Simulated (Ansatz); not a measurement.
Abridged output of a molecular run in Ansatz:

```
Functional definition: HF
1070 factors; integrals over basis functions are off by at most 5.9e-4 eV
mean field evaluation 1: about -12459.4197 eV, gradient 3.7e1 eV
mean field evaluation 2: about -12459.6716 eV, gradient 3.7e1 eV
mean field evaluation 4: about -12462.4364 eV, gradient 3.5e0 eV
mean field evaluation 8: about -12462.4812 eV, gradient 3.1e-1 eV
mean field -12462.48150214 eV, -457.9877478303 hartree, gradient 2.4e-6 eV, S^2 0.000000; 0 other end points of the search recorded, 0 dependent functions left out
8 core orbitals not correlated: weight in the atoms' cores, before any rotation towards them, 1.000 or more for the frozen orbitals, at most 0.000 for the correlated occupied ones
reference -12462.48150214 eV, -457.9877478303 hartree; 11, 11 occupied and 158, 158 virtual orbitals, 1070 factors
second order -18.76099739 eV of doubles, -0.00000000 eV of singles
cycle   1  -18.47386646 eV  change    2.9e-1 eV  update   1.2e-1
cycle   2  -19.05939322 eV  change   -5.9e-1 eV  update   4.1e-2
cycle   3  -19.20921764 eV  change   -1.5e-1 eV  update   1.8e-2
cycle   4  -19.19357241 eV  change    1.6e-2 eV  update   4.1e-3
cycle   5  -19.19113723 eV  change    2.4e-3 eV  update   1.7e-3
cycle   6  -19.19204503 eV  change   -9.1e-4 eV  update   5.1e-4
cycle   7  -19.19180040 eV  change    2.4e-4 eV  update   1.3e-4
cycle   8  -19.19175939 eV  change    4.1e-5 eV  update   3.3e-5
cycle   9  -19.19176888 eV  change   -9.5e-6 eV  update   1.1e-5
perturbative correction -0.87899717 eV, -0.0323025501 hartree
Total energy: -12482.55226819 eV, -458.7253348783 hartree
```

Its atoms:

```xyz
7

O    -2.736   -0.108   -1.296
C    -1.683   -0.066   -0.797
N    -0.608   -0.023   -0.288
Si    0.932    0.037    0.441
H     1.933    0.419   -0.582
H     1.254   -1.301    0.992
H     0.909    1.041    1.530
```

**Question.** Which basis set was used?
A. def2-TZVPP
B. cc-pV(Q+d)Z
C. def2-TZVPPD
D. def2-SVP

**Answer.** A. It gives 177 functions.

**Question.** Write the keys of the input that set method, charge and spin (a neutral closed shell needs none for the last two).

**Answer.** 
```yaml
correlation: {method: ccsd_t}
```
